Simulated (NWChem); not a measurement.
System: C₂H₄O₃Si; SMILES [Si](O)(C#C)(O)O

The following NWChem deck was run.

```
start job
memory heap 200 mb stack 900 mb global 1100 mb
geometry units angstroms noautosym nocenter noautoz
  C      0.000000     0.000000    -2.625922
  C      0.000000     0.000000    -1.411174
  Si     0.000000     0.000000     0.420052
  O     -1.485888    -0.430385     0.983294
  O      0.370220     1.502009     0.983294
  O      1.115668    -1.071624     0.983294
  H      0.000000     0.000000    -3.693912
  H     -1.820475    -1.290120     0.692480
  H     -0.207039     2.221637     0.692480
  H      2.027514    -0.931517     0.692480
end
basis spherical
  C library 6-31g*
  Si library 6-31g*
  O library 6-31g*
  H library 6-31g*
end
dft
  xc hfexch
  iterations 150
end
property
  shielding 6 1 2 3 4 7 8
  efieldgrad
end
task dft property
```

NWChem printed, in part:

```
             Northwest Computational Chemistry Package (NWChem) 7.3.0
             --------------------------------------------------------

                             Geometry "geometry" -> ""
                             -------------------------

 Output coordinates in angstroms (scale by  1.889725989 to convert to a.u.)

  No.       Tag          Charge          X              Y              Z
 ---- ---------------- ---------- -------------- -------------- --------------
    1 C                    6.0000     0.00000000     0.00000000    -2.62592200
    2 C                    6.0000     0.00000000     0.00000000    -1.41117400
    3 Si                  14.0000     0.00000000     0.00000000     0.42005200
    4 O                    8.0000    -1.48588800    -0.43038500     0.98329400
    5 O                    8.0000     0.37022000     1.50200900     0.98329400
    6 O                    8.0000     1.11566800    -1.07162400     0.98329400
    7 H                    1.0000     0.00000000     0.00000000    -3.69391200
    8 H                    1.0000    -1.82047500    -1.29012000     0.69248000
    9 H                    1.0000    -0.20703900     2.22163700     0.69248000
   10 H                    1.0000     2.02751400    -0.93151700     0.69248000

 Effective nuclear repulsion energy (a.u.)     292.4473754673

  xc_inp: hfexch multiplicative factor not found.
                              NWChem Property Module
                              ----------------------

  itol2e modified to match energy
  convergence criterion.

                                 NWChem DFT Module
                                 -----------------

 Summary of "ao basis" -> "ao basis" (spherical)
 ------------------------------------------------------------------------------
       Tag                 Description            Shells   Functions and Types
 ---------------- ------------------------------  ------  ---------------------
 C                           6-31g*                  6       14   3s2p1d
 Si                          6-31g*                  8       18   4s3p1d
 O                           6-31g*                  6       14   3s2p1d
 H                           6-31g*                  2        2   2s

  itol2e modified to match energy
  convergence criterion.

            General Information
            -------------------
          SCF calculation type: DFT
          Wavefunction type:  closed shell.
          No. of atoms     :    10
          No. of electrons :    54
           Alpha electrons :    27
            Beta electrons :    27
          Charge           :     0
          Spin multiplicity:     1
          Use of symmetry is: off; symmetry adaption is: off
          Maximum number of iterations: 150
          AO basis - number of functions:    96
                     number of shells:    46
          Convergence on energy requested:  1.00D-07
          Convergence on density requested:  1.00D-05
          Convergence on gradient requested:  5.00D-04

              XC Information
              --------------
                     Hartree-Fock (Exact) Exchange  1.000

      Superposition of Atomic Density Guess
      -------------------------------------

 Sum of atomic energies:        -590.39380267

      Non-variational initial energy
      ------------------------------

 Total energy =    -592.632441
 1-e energy   =   -1394.009746
 2-e energy   =     508.929930
 HOMO         =      -0.352164
 LUMO         =       0.025612

   convergence    iter        energy       DeltaE   RMS-Dens  Diis-err
 ---------------- ----- ----------------- --------- --------- ---------
 d= 0,ls=0.0,diis     1   -591.5265964107 -8.84D+02  8.49D-03  1.09D+00
 d= 0,ls=0.0,diis     2   -591.6255781994 -9.90D-02  2.92D-03  2.88D-01
 d= 0,ls=0.0,diis     3   -591.6525358242 -2.70D-02  9.75D-04  7.77D-03
 d= 0,ls=0.0,diis     4   -591.6537190908 -1.18D-03  2.15D-04  1.93D-04
 d= 0,ls=0.0,diis     5   -591.6537568472 -3.78D-05  4.49D-05  1.16D-05
  Resetting Diis
 d= 0,ls=0.0,diis     6   -591.6537587670 -1.92D-06  1.24D-05  1.64D-06
 d= 0,ls=0.0,diis     7   -591.6537590525 -2.85D-07  6.64D-06  3.58D-07
 d= 0,ls=0.0,diis     8   -591.6537590787 -2.62D-08  2.32D-06  1.73D-07

         Total DFT energy =     -591.653759078707
      One electron energy =    -1398.653026744689
           Coulomb energy =      571.590027998655
    Exchange-Corr. energy =      -57.038135800011
 Nuclear repulsion energy =      292.447375467338

 Numeric. integr. density =        0.000000000000

                       DFT Final Molecular Orbital Analysis
                       ------------------------------------

 Vector   25  Occ=2.000000D+00  E=-5.062843D-01
              MO Center= -3.0D-06, -2.5D-07,  5.8D-01, r^2= 3.3D+00
   Bfn.  Coefficient  Atom+Function         Bfn.  Coefficient  Atom+Function
  ----- ------------  ---------------      ----- ------------  ---------------
    51      0.293259   4 O  pz               65      0.293258   5 O  pz
    79      0.293258   6 O  pz               20      0.262806   2 C  s
    55      0.228659   4 O  pz               69      0.228658   5 O  pz
    83      0.228658   6 O  pz               19      0.220620   2 C  pz
    63     -0.137672   5 O  px               50     -0.134997   4 O  py

 Vector   26  Occ=2.000000D+00  E=-4.067424D-01
              MO Center=  2.3D-02, -6.1D-03, -1.9D+00, r^2= 1.7D+00
   Bfn.  Coefficient  Atom+Function         Bfn.  Coefficient  Atom+Function
  ----- ------------  ---------------      ----- ------------  ---------------
     4      0.336873   1 C  py               18      0.336186   2 C  py
     8      0.234903   1 C  py               22      0.232047   2 C  py
     3     -0.187642   1 C  px               17     -0.187512   2 C  px
     7     -0.131359   1 C  px               21     -0.128123   2 C  px
    79     -0.102151   6 O  pz               83     -0.085848   6 O  pz

 Vector   27  Occ=2.000000D+00  E=-4.067424D-01
              MO Center= -2.3D-02,  6.1D-03, -1.9D+00, r^2= 1.7D+00
   Bfn.  Coefficient  Atom+Function         Bfn.  Coefficient  Atom+Function
  ----- ------------  ---------------      ----- ------------  ---------------
     3      0.336873   1 C  px               17      0.336186   2 C  px
     7      0.234903   1 C  px               21      0.232047   2 C  px
     4      0.187642   1 C  py               18      0.187512   2 C  py
     8      0.131359   1 C  py               22      0.128123   2 C  py
    51     -0.101602   4 O  pz               55     -0.084891   4 O  pz

 Vector   28  Occ=0.000000D+00  E= 1.518551D-01
              MO Center=  2.4D-04,  5.2D-02, -1.2D+00, r^2= 4.1D+00
   Bfn.  Coefficient  Atom+Function         Bfn.  Coefficient  Atom+Function
  ----- ------------  ---------------      ----- ------------  ---------------
     8      0.482551   1 C  py               40     -0.448453   3 Si py
    22     -0.370441   2 C  py               80     -0.371096   6 O  s
    39      0.347179   3 Si px                7     -0.341820   1 C  px
    21      0.256449   2 C  px                4      0.253372   1 C  py
    66      0.242414   5 O  s                 3     -0.181885   1 C  px

 Vector   29  Occ=0.000000D+00  E= 1.518551D-01
              MO Center= -2.4D-04, -5.2D-02, -1.2D+00, r^2= 4.1D+00
   Bfn.  Coefficient  Atom+Function         Bfn.  Coefficient  Atom+Function
  ----- ------------  ---------------      ----- ------------  ---------------
     7      0.482551   1 C  px               39     -0.448452   3 Si px
    21     -0.370441   2 C  px               52     -0.354210   4 O  s
    40     -0.347179   3 Si py                8      0.341820   1 C  py
    66      0.288547   5 O  s                22     -0.256449   2 C  py
     3      0.253372   1 C  px                4      0.181885   1 C  py

 Vector   30  Occ=0.000000D+00  E= 1.845833D-01
              MO Center=  1.0D-06, -1.0D-06,  5.1D-01, r^2= 6.3D+00
   Bfn.  Coefficient  Atom+Function         Bfn.  Coefficient  Atom+Function
  ----- ------------  ---------------      ----- ------------  ---------------
    38      1.350189   3 Si s                23     -0.743430   2 C  pz
    52     -0.641515   4 O  s                66     -0.641515   5 O  s
    80     -0.641516   6 O  s                 6     -0.535324   1 C  s
     9     -0.530865   1 C  pz               92      0.527716   8 H  s
    94      0.527715   9 H  s                96      0.527716  10 H  s

     Multipole analysis of the density
     ---------------------------------

     L   x y z        total         alpha         beta         nuclear
     -   - - -        -----         -----         ----         -------
     0   0 0 0     -0.000000    -27.000000    -27.000000     54.000000

     1   1 0 0      0.000000      0.000000      0.000000     -0.000000
     1   0 1 0     -0.000000     -0.000000     -0.000000     -0.000000
     1   0 0 1     -1.265601     -4.072797     -4.072797      6.879993

     2   2 0 0    -27.965816    -78.592275    -78.592275    129.218734
     2   1 1 0      0.000000     -0.000019     -0.000019      0.000038
     2   1 0 1      0.000001      0.000000      0.000000     -0.000000
     2   0 2 0    -27.965818    -78.592259    -78.592259    129.218701
     2   0 1 1     -0.000000     -0.000000     -0.000000     -0.000000
     2   0 0 2    -29.303162   -182.634203   -182.634203    335.965244

          -----------------------
          Electric field gradient
          -----------------------

 1 a.u. = 0.324123 10**(16) esu/cm**3  ( or statvolts/cm**2 ) = 0.97174 10**(22) v/m**2

 ------------------------------------------------------------
   Atom      X         Y         Z
 ------------------------------------------------------------
    1 C    0.00000   0.00000  -4.96227
 ------------------------------------------------------------

 Electric field gradient in molecular frame (a.u.)
         XX             YY             ZZ             XY             XZ             YZ
 ------------------------------------------------------------------------------------------
       -0.167435      -0.167435       0.334871       0.000000      -0.000000      -0.000000

[...]

          -----------------------------------------
          Chemical Shielding Tensors (GIAO, in ppm)
          -----------------------------------------

                                NWChem CPHF Module
                                ------------------

  scftype          =     RHF
  nclosed          =       27
  nopen            =        0
  variables        =     1863
  # of vectors     =        3
  tolerance        = 0.10D-03
  level shift      = 0.00D+00
  max iterations   =       50
  max subspace     =       30

 SCF residual:    1.2510180382641918E-004

Iterative solution of linear equations
  No. of variables     1863
  No. of equations        3
  Maximum subspace       30
        Iterations       50
       Convergence  1.0D-04

   iter   nsub   residual    time
   ----  ------  --------  ---------
     1      3    6.10D-01      43.9
     2      6    1.35D-01      45.6
     3      9    2.49D-02      47.3
     4     12    1.21D-02      49.0
     5     15    4.12D-03      50.8
     6     18    6.13D-04      52.5
     7     21    1.08D-04      54.2
     8     24    3.80D-05      55.9

      Atom:    1  C
        Diamagnetic
    269.4180      0.0000      0.0000
      0.0000    269.4180      0.0000
      0.0000      0.0000    281.3441

        Paramagnetic
   -236.6420     -0.0000     -0.0000
     -0.0000   -236.6420      0.0000
     -0.0000      0.0000    -24.5048

        Total Shielding Tensor
     32.7760     -0.0000     -0.0000
     -0.0000     32.7760      0.0000
     -0.0000      0.0000    256.8393

           isotropic =     107.4638
          anisotropy =     224.0633

          Principal Components and Axis System
                 1           2           3
              256.8393     32.7760     32.7760

      1        -0.0000     -0.4412      0.8974
      2         0.0000      0.8974      0.4412
      3         1.0000     -0.0000      0.0000

      Atom:    2  C
        Diamagnetic
    245.7111      0.0000      0.0000
      0.0000    245.7111      0.0000
      0.0000      0.0000    287.7764

        Paramagnetic
   -210.4563      0.0000      0.0000
      0.0000   -210.4563     -0.0000
      0.0000     -0.0000      9.7527

        Total Shielding Tensor
     35.2548      0.0000      0.0000
      0.0000     35.2548     -0.0000
      0.0000     -0.0000    297.5291

           isotropic =     122.6796
          anisotropy =     262.2744

          Principal Components and Axis System
                 1           2           3
              297.5291     35.2548     35.2548

      1         0.0000      0.9476     -0.3194
      2        -0.0000      0.3194      0.9476
      3         1.0000     -0.0000      0.0000

      Atom:    3  Si
        Diamagnetic
    880.5499      0.0000     -0.0000
      0.0000    880.5499     -0.0000
     -0.0000     -0.0000    877.3343

        Paramagnetic
   -362.6605     -0.0000      0.0000
     -0.0000   -362.6604     -0.0000
      0.0000     -0.0000   -392.3255

        Total Shielding Tensor
    517.8894     -0.0000      0.0000
     -0.0000    517.8894     -0.0000
      0.0000     -0.0000    485.0089

           isotropic =     506.9292
          anisotropy =      16.4403

          Principal Components and Axis System
                 1           2           3
              517.8895    517.8894    485.0089

      1        -0.4555      0.8902     -0.0000
      2         0.8902      0.4555      0.0000
      3        -0.0000      0.0000      1.0000

      Atom:    4  O
        Diamagnetic
    405.2453     11.2154     -7.3223
     11.2154    394.3491      1.2921
     -7.3223      1.2921    385.5123

        Paramagnetic
   -100.1647     12.5216     -7.9810
     12.5216   -100.5959    -11.5981
     -7.9810    -11.5981   -102.1637

        Total Shielding Tensor
    305.0807     23.7370    -15.3033
     23.7370    293.7533    -10.3060
    -15.3033    -10.3060    283.3485

           isotropic =     294.0608
          anisotropy =      55.3152

          Principal Components and Axis System
                 1           2           3
              330.9376    277.0596    274.1852

      1         0.7376     -0.0890     -0.6694
      2         0.5708      0.6118      0.5476
      3        -0.3608      0.7860     -0.5021

      Atom:    5  H
        Diamagnetic
     22.0189      0.0000     -0.0000
      0.0000     22.0189      0.0000
     -0.0000      0.0000     41.7961

        Paramagnetic
      3.3820     -0.0000     -0.0000
     -0.0000      3.3820      0.0000
     -0.0000      0.0000     -1.9705

        Total Shielding Tensor
     25.4009      0.0000     -0.0000
      0.0000     25.4009      0.0000
     -0.0000      0.0000     39.8256

           isotropic =      30.2091
          anisotropy =      14.4246

          Principal Components and Axis System
                 1           2           3
               39.8256     25.4009     25.4009

      1        -0.0000      0.9232     -0.3843
      2         0.0000      0.3843      0.9232
      3         1.0000      0.0000     -0.0000

      Atom:    6  H
        Diamagnetic
     26.3791     12.0370      1.1401
     12.0370     38.2185      5.3978
      1.1401      5.3978     19.3461

        Paramagnetic
      3.4838     -3.5479     -0.4811
     -3.5479     -1.1808     -2.2726
     -0.4811     -2.2726      4.8052

        Total Shielding Tensor
     29.8629      8.4891      0.6591
      8.4891     37.0378      3.1252
      0.6591      3.1252     24.1514

           isotropic =      30.3507
          anisotropy =      19.1727

          Principal Components and Axis System
                 1           2           3
               43.1325     25.1548     22.7647

      1         0.5378      0.7105      0.4538
      2         0.8287     -0.3465     -0.4396
      3         0.1551     -0.6125      0.7751
```

Level: Hartree-Fock/6-31G* (spherical d), GIAO. Geometry: optimised at B3LYP/6-31G* (spherical d). NWChem prints the field gradient with the sign opposite to the second derivative of the potential. The output numbers the shielded atoms by their place in the input's list. The printed shielding anisotropy is the first printed principal value minus the mean of the other two.
